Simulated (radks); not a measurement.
Results of a calculation; reference values are marked as such.
Problem. Coherent X-ray form factor from a spherical all-electron density. Code: a radial shooting solver on a logarithmic mesh with Libxc functionals. Model: non-relativistic Kohn-Sham, PBE, spin-polarised, spherical densities, point nucleus.

sin(theta)/lambda (1/angstrom)  f0 (electrons)
0.05                                    58.877
0.1                                     58.511
0.15                                    57.908
0.2                                     57.079
0.25                                    56.040
0.3                                     54.808
0.4                                     51.855
0.5                                     48.411
0.6                                     44.679
0.8                                     37.098
1                                       30.305
1.25                                    23.777
1.5                                     19.429
2                                       14.820

The species is in the configuration that NIST lists as its ground one. Which atom or ion scatters so?

Solution. The bismuth ion Bi24+, [Kr] 4d10 4f13. Extrapolating in s^2 from the first two rows gives f0(0) = 59.0, near the electron count 59; among species with that count, the fall with angle is slower the higher Z, and the table is that of Z = 83; from so few rows the species is fixed only to a neighbour or two.
